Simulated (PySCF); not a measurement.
`InChI=1S/C7H11N/c8-5-7-3-1-6(7)2-4-7/h5-6,8H,1-4H2/b8-5+/t6-,7+`

Geometry:
| atom | x (Å) | y (Å) | z (Å) |
| --- | --- | --- | --- |
| H1 | 3.368 | -0.942 | -1.128 |
| N2 | 2.520 | -0.966 | -0.566 |
| C3 | 1.756 | 0.024 | -0.692 |
| C4 | 0.476 | 0.102 | 0.037 |
| C5 | 0.157 | -1.003 | 1.056 |
| C6 | -1.176 | -1.292 | 0.345 |
| C7 | -0.880 | -0.191 | -0.679 |
| C8 | -1.386 | 1.203 | -0.294 |
| C9 | -0.053 | 1.499 | 0.413 |
| H10 | 1.950 | 0.880 | -1.358 |
| H11 | 0.874 | -1.817 | 1.002 |
| H12 | 0.074 | -0.658 | 2.085 |
| H13 | -2.069 | -1.117 | 0.944 |
| H14 | -1.232 | -2.287 | -0.089 |
| H15 | -0.934 | -0.465 | -1.730 |
| H16 | -1.581 | 1.850 | -1.147 |
| H17 | -2.263 | 1.203 | 0.351 |
| H18 | 0.511 | 2.313 | -0.040 |
| H19 | -0.121 | 1.674 | 1.484 |

The calculation used GIAO BHandHLYP/pcSseg-1 magnetisability, rotational g tensor and spin-rotation constants, non-relativistic, gas phase (PySCF). Geometry: GFN2-xTB.

Problem. What are the magnetisability and the molar susceptibility?

Solution. Isotropic -1169 × 10⁻³⁰ J/T², or -70.4 × 10⁻⁶ cm³/mol; principal values -1420, -1113, -975 × 10⁻³⁰ J/T², anisotropy 395 × 10⁻³⁰ J/T² (root of half the summed squared differences of the principal values). The susceptibility is in cgs units.

Problem. Split it along the inertial axes a, b, c into diamagnetic and paramagnetic parts about the centre of mass, with the quadrupole moment.

Solution. 
```tsv
axis	χ (10⁻⁶ cm³/mol)	diamagnetic (10⁻⁶ cm³/mol)	paramagnetic (10⁻⁶ cm³/mol)	summed x² of all electrons (Å²)	quadrupole Θ (D Å)
a	-66.0	-484.6	418.6	137.4	-0.13
b	-69.1	-742.1	672.9	76.7	+0.27
c	-76.1	-908.0	831.9	37.6	-0.14
```
Anisotropies 2χaa − χbb − χcc = +13.2 and 2χbb − χaa − χcc = +3.8 × 10⁻⁶ cm³/mol. Θ is traceless in Buckingham's convention.

Problem. And the rotational g tensor?

Solution. 
| axis | rotational constant (GHz) | g | nuclear part | electronic part |
| --- | --- | --- | --- | --- |
| a | 3.4176 | -0.0346 | 0.6374 | -0.6721 |
| b | 1.9300 | -0.0169 | 0.5932 | -0.6101 |
| c | 1.5394 | -0.0083 | 0.5933 | -0.6016 |

Asymmetric top; isotopes 12C, 1H, 14N; no vibrational averaging.
